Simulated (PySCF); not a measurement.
tin monoxide (OSn), singlet, at a GFN2-xTB geometry (such geometries of metal compounds can be far from the true shape) (core potentials on Sn), with bond 1-2 at 1.3 times its length. Base run: PySCF with PBE/def2-TZVP.

PySCF was given this input:
```python
from pyscf import gto, scf, dft

mol = gto.Mole()
mol.atom = '''
    Sn    0.000000    0.000000   -0.789918
    O     0.000000    0.000000    1.554957
'''
mol.basis = 'def2-tzvp'
mol.ecp = {'Sn': 'def2-tzvp'}
mol.charge = 0
mol.spin = 0
mol.verbose = 4
mol.build()

mf = dft.RKS(mol)
mf.xc = 'pbe'
mf.kernel()
mf.analyze()
```

Variants of this job, named by their change:

```tsv
change	ΔE vs base (mEh)	SCF cycles	outcome
base	0.000	21	converged
conv_tol_grad = 1e-7	0.000	24	converged
conv_tol_grad = 1e-3	0.000	21	converged
init_guess = sap	0.000	20	converged
DIIS = EDIIS	-	50	not converged
init_guess = 1e	0.000	29	converged
conv_tol = 1e-11	0.000	21	converged
conv_tol = 1e-6	0.001	19	converged
level_shift = 0.1 (with mf.max_cycle = 100)	-	39	not converged
diis = off; damp = 0.6 (with mf.diis_start_cycle = 200; with mf.max_cycle = 150)	-	150	not converged
DIIS = ADIIS	-	50	not converged
conv_tol = 1e-7	0.000	20	converged
diis_space = 4	0.000	21	converged
```
